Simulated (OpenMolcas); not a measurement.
# Mn2+ in a point-charge field

Mn2+ among 6 point charges of -2.2 e arranged as a trigonal prism (D3h), 1.86 Å from the ion, with a polar angle of 47.1° against the regular 49.1°. The active orbitals were held to one l.

- Program: OpenMolcas
- Method: CASSCF
- Basis: ANO-RCC-VDZP [5s4p2d1f]
- Scalar Hamiltonian: DKH2, point nucleus
- Active space: 5 electrons in 5 orbitals (3d)
- State averaging: 2S+1 = 6 even, 1 root; 2S+1 = 4 even, 24 roots; 2S+1 = 2 even, 75 roots
- Spin-orbit coupling: state interaction with AMFI integrals over the reference wave functions

The lowest spin-free states (labels of D3, the rotations of D3h), above the lowest:

| State | Degeneracy | E (cm-1) | Free-ion L (%) |
| --- | --- | --- | --- |
| 6A1 | 1 | 0.0 | S (100) |
| 2S+1 = 4 | 2 | 25311 | G (81) |
| 4E | 2 | 25463 | G (39) |
| 4E | 2 | 28847 | G (78) |
| 4E | 2 | 30679 | G (100) |
| 4A1 | 1 | 31465 | G (100) |
| 4E | 2 | 33509 | G (48) |
| 4A2 | 1 | 35541 | P (100) |
| 2E | 2 | 36511 | I (47) |
| 4E | 2 | 37223 | D (76) |
| 4A1 | 1 | 38413 | D (100) |
| 2S+1 = 2 | 2 | 39224 | I (71) |
| 2E | 2 | 40101 | I (77) |
| 2A1 | 1 | 40184 | I (71) |
| 4E | 2 | 42375 | P (59) |
| 2S+1 = 2 | 2 | 43130 | F (64) |
| 2E | 2 | 43200 | I (89) |
| 2E | 2 | 43433 | I (91) |
| 2S+1 = 2 | 2 | 44835 | I (100) |
| 2E | 2 | 44971 | G (37) |

The lowest levels with spin-orbit coupling:

```json
{"E (cm-1)": "0.0", "Degeneracy": "2", "Label": "E1/2", "2S+1": "6", "g": "0.00 0.00 10.01"}
{"E (cm-1)": "1.0", "Degeneracy": "2", "Label": "E3/2", "2S+1": "6", "g": "0.00 0.00 6.01"}
{"E (cm-1)": "1.5", "Degeneracy": "2", "Label": "E1/2", "2S+1": "6", "g": "2.00 6.01 6.01"}
{"E (cm-1)": "25153", "Degeneracy": "2", "Label": "E1/2", "2S+1": "4", "g": "0.00 0.00 7.96"}
{"E (cm-1)": "25216", "Degeneracy": "2", "Label": "E3/2", "2S+1": "4", "g": "0.00 0.00 12.01"}
{"E (cm-1)": "25273", "Degeneracy": "2", "Label": "E1/2", "2S+1": "4", "g": "0.00 0.00 8.00"}
{"E (cm-1)": "25335", "Degeneracy": "2", "Label": "E1/2", "2S+1": "4", "g": "0.00 0.00 4.04"}
{"E (cm-1)": "25354", "Degeneracy": "2", "Label": "E3/2", "2S+1": "4", "g": "0.00 0.00 3.50"}
{"E (cm-1)": "25407", "Degeneracy": "2", "Label": "E3/2", "2S+1": "4", "g": "0.00 0.00 0.50"}
{"E (cm-1)": "25558", "Degeneracy": "2", "Label": "E1/2", "2S+1": "4", "g": "0.00 0.05 0.05"}
{"E (cm-1)": "25749", "Degeneracy": "2", "Label": "E1/2", "2S+1": "4", "g": "0.01 0.01 4.01"}
{"E (cm-1)": "28681", "Degeneracy": "2", "Label": "E1/2", "2S+1": "4", "g": "0.00 0.00 10.00"}
{"E (cm-1)": "28799", "Degeneracy": "2", "Label": "E1/2", "2S+1": "4", "g": "0.00 0.00 6.00"}
{"E (cm-1)": "28910", "Degeneracy": "2", "Label": "E3/2", "2S+1": "4", "g": "0.00 0.00 2.00"}
{"E (cm-1)": "29015", "Degeneracy": "2", "Label": "E1/2", "2S+1": "4", "g": "0.00 0.00 2.00"}
{"E (cm-1)": "30670", "Degeneracy": "2", "Label": "E1/2", "2S+1": "4", "g": "0.00 0.00 2.00"}
{"E (cm-1)": "30681", "Degeneracy": "2", "Label": "E1/2", "2S+1": "4", "g": "0.00 0.00 14.01"}
{"E (cm-1)": "30685", "Degeneracy": "2", "Label": "E1/2", "2S+1": "4", "g": "0.00 0.00 6.00"}
{"E (cm-1)": "30688", "Degeneracy": "2", "Label": "E3/2", "2S+1": "4", "g": "0.00 0.00 10.00"}
{"E (cm-1)": "31461", "Degeneracy": "2", "Label": "E1/2", "2S+1": "4", "g": "2.00 3.85 3.85"}
```

Powder χT (cm3 K/mol): 4.33 at 2 K, 4.38 at 10 K, 4.39 at 50 K, 4.39 at 100 K, 4.39 at 200 K, 4.39 at 300 K. The effective moment at 300 K is 2.828 √(χT) = 5.92 μB.

The lowest level has 2S+1 = 6, for which the spin-only value is χT = S(S+1) / 2 = 4.375 cm3 K/mol (g = 2). The computed 4.386 at 300 K differs by +0.011, little more than the free-electron g of 2.0023 accounts for.

Without dynamic correlation the repulsion within the d shell is too large (B by tens of per cent), so at a given field states of lower spin stand too high. Point charges carry no covalency, so the field is a model and not that of real ligands. An unlabelled pair can be two single states that coincide in this model. No measured value stands beside these numbers.

A state without a sure symmetry label is named by its multiplicity alone.
